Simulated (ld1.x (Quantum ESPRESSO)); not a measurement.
# u(r) = r·R(r): atom against pseudo-atom (nickel)

Columns: radius, all-electron u(r) and pseudo u(r) of the 3p shell (level -91.05 eV) of nickel in the configuration [Ne] 3s2 3p6 3d8 4s0 4p0; LDA (PZ), scalar-relativistic, TM scheme, ld1.x (Quantum ESPRESSO) 7.5.

```json
{"r (bohr)": "0.062", "all-electron": "0.4003", "pseudo": "-0.0302"}
{"r (bohr)": "0.125", "all-electron": "0.6433", "pseudo": "-0.1193"}
{"r (bohr)": "0.188", "all-electron": "0.4920", "pseudo": "-0.2575"}
{"r (bohr)": "0.250", "all-electron": "0.1387", "pseudo": "-0.4267"}
{"r (bohr)": "0.312", "all-electron": "-0.2582", "pseudo": "-0.6108"}
{"r (bohr)": "0.375", "all-electron": "-0.6153", "pseudo": "-0.7937"}
{"r (bohr)": "0.438", "all-electron": "-0.8883", "pseudo": "-0.9546"}
{"r (bohr)": "0.500", "all-electron": "-1.0697", "pseudo": "-1.0783"}
{"r (bohr)": "0.562", "all-electron": "-1.1739", "pseudo": "-1.1602"}
{"r (bohr)": "0.625", "all-electron": "-1.2163", "pseudo": "-1.1996"}
{"r (bohr)": "0.688", "all-electron": "-1.2106", "pseudo": "-1.1986"}
{"r (bohr)": "0.750", "all-electron": "-1.1724", "pseudo": "-1.1658"}
{"r (bohr)": "0.812", "all-electron": "-1.1127", "pseudo": "-1.1099"}
{"r (bohr)": "0.875", "all-electron": "-1.0389", "pseudo": "-1.0381"}
{"r (bohr)": "0.938", "all-electron": "-0.9583", "pseudo": "-0.9582"}
{"r (bohr)": "1.000", "all-electron": "-0.8769", "pseudo": "-0.8769"}
{"r (bohr)": "1.062", "all-electron": "-0.7966", "pseudo": "-0.7966"}
{"r (bohr)": "1.125", "all-electron": "-0.7180", "pseudo": "-0.7180"}
{"r (bohr)": "1.188", "all-electron": "-0.6439", "pseudo": "-0.6439"}
{"r (bohr)": "1.250", "all-electron": "-0.5760", "pseudo": "-0.5760"}
{"r (bohr)": "1.312", "all-electron": "-0.5134", "pseudo": "-0.5134"}
{"r (bohr)": "1.375", "all-electron": "-0.4554", "pseudo": "-0.4554"}
{"r (bohr)": "1.438", "all-electron": "-0.4029", "pseudo": "-0.4029"}
{"r (bohr)": "1.500", "all-electron": "-0.3562", "pseudo": "-0.3562"}
{"r (bohr)": "1.562", "all-electron": "-0.3144", "pseudo": "-0.3144"}
{"r (bohr)": "1.625", "all-electron": "-0.2764", "pseudo": "-0.2764"}
```

Q: How many radial nodes do the two functions have?

A: The all-electron 3p function has n − l − 1 = 1; the pseudo-wave has 0, since the states of the same l below it are removed with the core.

Q: At about which radius was the pseudo-wave matched?

A: 1.15 bohr. The columns agree to 0.0005 from 0.94 bohr on; several derivatives are matched, so the curves merge somewhat inside the radius.

Q: Is the pseudo-wave norm-conserving?

A: Yes: the TM scheme keeps the norm inside the radius equal to the all-electron one, which fixes the energy derivative of the logarithmic derivative at the level.
